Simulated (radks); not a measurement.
Results of a calculation; reference values are marked as such.
Task: Ionisation of neutral mercury, [Hg], to Hg+, [Xe] 4f14 5d10 6s1, under several functionals. Dirac Kohn-Sham, spin-unpolarised, spherical densities, finite nucleus; a radial shooting solver on a logarithmic mesh with Libxc functionals. The NIST Atomic Spectra Database gives 10.438 eV (measured). Rank these functionals by the error of their Delta-SCF ionisation energy: LDA (Slater exchange, Perdew-Zunger correlation); exchange-only PBE; PBEsol; XLYP; HCTH/407; RPBE.

Result: From best to worst: RPBE 10.569 eV (+0.131); HCTH/407 10.717 eV (+0.279); XLYP 10.726 eV (+0.288); PBEsol 10.746 eV (+0.309); exchange-only PBE 9.928 eV (-0.509); LDA (Slater exchange, Perdew-Zunger correlation) 11.051 eV (+0.614). Spin polarisation and multiplet splitting are left out, so open shells lie too high by an amount that depends on their filling.

Beside tabulated values, note that spin-unpolarised runs miss the spin-polarisation part of the exchange energy of open shells.
